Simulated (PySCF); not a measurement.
# NMR problem set

No solvent model, averaged over atoms made equivalent by symmetry, fast rotation or ring inversion, relativity neglected, one computed conformer. GIAO PBE0/pcSseg-1 shieldings; geometry: GFN2-xTB; PySCF.

Scale: TMS for $^{1}$H (σref 31.72), $^{13}$C (σref 186.93) (reference shieldings calculated alike). Where no couplings were computed, multiplicities follow the n + 1 count of equivalent neighbours, and m marks all less simple cases (inequivalent or close neighbours, rings, F or P nearby). Acid and N–H amide carbonyl carbons lie up to 10 ppm further downfield in solution (hydrogen bonding). Shifts are as computed. Against solution values, carbons near 30 ppm lie about +3 ppm off and those near 130 ppm about +5 ppm; carbons on Cl a further +6 ppm. Of 1211 compounds with measured shifts, 218 miss one by over three times the rms of a fit or turn the order of signals round; such compounds aren't used in these exercises. Carbons bonded to Cl come out too deshielded. OH and NH positions are gas-phase values without hydrogen bonding to other molecules.

(1) C6H8O2. $^{1}$H NMR (300 MHz, computed): δ 6.69 (br s, 1H), 6.19 (br s, 1H), 6.11 (br s, 1H), 5.31 (m, 1H), 5.26 (m, 1H), 2.16 (s, 3H). $^{13}$C{$^{1}$H} NMR (computed): δ 170.8 (C), 154.7 (C), 151.6 (C), 137.7 (CH2), 122.1 (CH2), 25.1 (CH3). Identify the compound.

(2) C7H7ClO. $^{1}$H NMR (400 MHz, computed): δ 7.49 (m, 1H), 7.14 (d, 1H), 7.07 (d, 1H), 6.74 (s, 1H), 3.92 (s, 3H). $^{13}$C{$^{1}$H} NMR (computed): δ 167.4 (C), 146.5 (C), 135.5 (CH), 125.9 (CH), 121.6 (CH), 114.0 (CH), 55.9 (CH3). What is it?

## Answers

(1) `C=C(C)C(=C)C(=O)O`. Rings plus π bonds: 3 (no ring in the answer). 6 carbon signals for 6 carbons: no two carbons are equivalent. Carbon types of the structure: 3 × C, 2 × CH2, 1 × CH3, leaving 1 H on heteroatoms. δC 170.8: carboxylic acid carbon; it is a carbonyl in resonance with an O or N lone pair, the region of acids, esters and amides. δC 154.7: fully substituted alkene carbon; an sp2 carbon of a C=C bond. δC 151.6: α carbon of a C=C–C=O unit; the olefinic region. δC 122.1: terminal =CH2 carbon; as expected for a trigonal carbon in a double bond.

The shifts were computed for this structure.

(2) `COc1cccc(Cl)c1`. Rings plus π bonds: 4 (1 ring in the answer). 7 carbon signals for 7 carbons: no two carbons are equivalent. Carbon types of the structure: 2 × C, 4 × CH, 1 × CH3, which accounts for all hydrogens. δC 167.4: aromatic carbon bearing oxygen; an ipso carbon deshielded by its heteroatom. δC 146.5: aromatic carbon bearing chlorine. δC 135.5, 125.9, 121.6, 114.0: aromatic CH. δH 3.92: hydrogen on a methyl carbon bonded to O; its carbon carries O, an electronegative neighbour.

This is the structure that produced the data.
